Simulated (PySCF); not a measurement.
Zn(SH) (HSZn), SMILES [SH][Zn+], charge +1. Heavy atoms are numbered as in [Zn+:1][SH:2]. Hydrogens are named by the atom that carries them.

Coordinates come from a PBE0-D3(BJ)/def2-TZVP optimisation. The spin state was assumed, not searched. The isomer is the one that the SMILES or the coordinates give; other isomers of the formula were not compared.

All values below come from B3LYP/pcSseg-2 (PySCF).

GIAO shieldings, no solvent; atoms alike by connectivity are averaged. δ = σ(ref) − σ: ³³S against H2S (σ = 688.9 ppm); ¹H against TMS (σ = 31.68 ppm), references at their B3LYP-D3(BJ)/def2-TZVP geometries, non-relativistic.

```tsv
nucleus	atoms	count	δ (ppm)
³³S	S2 (SH)	1	495.3
¹H	H on S2	1	6.87
```
